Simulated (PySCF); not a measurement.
## Electric field gradients and quadrupole coupling constants

Compound: C4H12OSSi2.
Numbering: `[SiH3:1][S:2][CH2:3][O:4][SiH:5]1[CH2:6][CH2:7][CH2:8]1` (hydrogens: H9, H10, H11 on Si1; H12, H13 on C3; H14 on Si5; H15, H16 on C6; H17, H18 on C7; H19, H20 on C8)

Cartesian coordinates in Å at the GFN2-xTB level; atoms count from 1:
```
atom  x, y, z in Å
Si1   -3.4503    0.3730    0.0295
S2    -2.5059   -0.2548   -1.7960
C3    -1.3327   -1.4472   -1.0828
O4    -0.5653   -0.8991   -0.0870
Si5    0.5469    0.2836   -0.2486
C6     2.3788   -0.1720   -0.5074
C7     2.7261    0.5585    0.8042
C8     1.3267    0.6761    1.4332
H9    -2.5018    1.1588    0.8066
H10   -3.8457   -0.8449    0.7281
H11   -4.5796    1.1487   -0.4511
H12   -0.7261   -1.8025   -1.9193
H13   -1.9090   -2.2761   -0.6647
H14    0.0700    1.4013   -1.0614
H15    2.5883   -1.2382   -0.4334
H16    2.9117    0.2076   -1.3746
H17    3.4457    0.0282    1.4259
H18    3.1260    1.5474    0.5885
H19    1.1613   -0.0825    2.1941
H20    1.1297    1.6446    1.8817
```

Field gradients from the PBE0/pcSseg-1 density (PySCF, non-relativistic), principal values in atomic units, ordered |Vxx| ≤ |Vyy| ≤ |Vzz|:

```json
{"atom": "S2", "Vxx": "0.1632", "Vyy": "2.0194", "Vzz": "-2.1826"}
{"atom": "O4", "Vxx": "-0.5489", "Vyy": "-1.1081", "Vzz": "1.6571"}
```

Question: Find the asymmetry η = (Vxx − Vyy)/Vzz and the couplings χ = eQV/h (234.96 MHz × Q in barn × V in au), with Q(33S) = −0.0678 b, Q(17O) = −0.0256 b.

Answer: 
```csv
atom,environment,nucleus,η,χzz (MHz),χxx (MHz),χyy (MHz)
S2,sulfur bonded to C and Si,33S,0.85,34.77,-2.60,-32.17
O4,silyl ether oxygen,17O,0.34,-9.97,3.30,6.67
```

Question: What is Vzz at S2 in SI units (1 au = 9.71736 × 10²¹ V/m²)?

Answer: -2.1826 au = -21.209 × 10²¹ V/m².

Were the hydrogens deuterons (Q(2H) = 0.00286 b), χzz would run from 108 kHz (H14) to 220 kHz (H20).

The structure is a single GFN2-xTB conformer in the gas phase; no vibrational or solvent corrections. GFN2-xTB bond lengths can be off by several hundredths of an ångström, more for odd bonds, and the gradients follow them. A larger basis could move these couplings by a tenth or more.

These values come from a run that also computed NMR shieldings. The run took 60 s wall on an Intel Xeon Platinum 8259CL at 2.50 GHz with one thread, no GPU (shared host), and the process peaked at 1.1 GiB of memory.
